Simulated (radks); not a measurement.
Question: Coulomb parameter of the 3d shell of neutral vanadium in the model configuration [Ar] 3d2 4s2 4p1, as a second difference U = [E(n + 0.5) + E(n - 0.5) - 2 E(n)] / (0.5)^2 with all orbitals relaxed. "Bare": the charge of the atom changes with n. "Screened": the 4p shell takes up the change at fixed total charge, which measures U(3d,3d) + U(4p,4p) - 2 U(3d,4p). Method: scalar-relativistic Kohn-Sham, r2SCAN, spin-unpolarised, spherical densities, finite nucleus; meta-GGA in the generalised Kohn-Sham scheme; Fermi nuclear charge, rms radius 3.6002 fm; computed with a radial shooting solver on a logarithmic mesh with Libxc functionals. Estimate both.

Answer: U(bare) = 11.769 eV, U(screened by 4p) = 4.724 eV, against the Slater integral F0(3d,3d) = 19.889 eV with frozen orbitals. The step up makes a negative ion, whose loosely bound charge lowers the bare value.
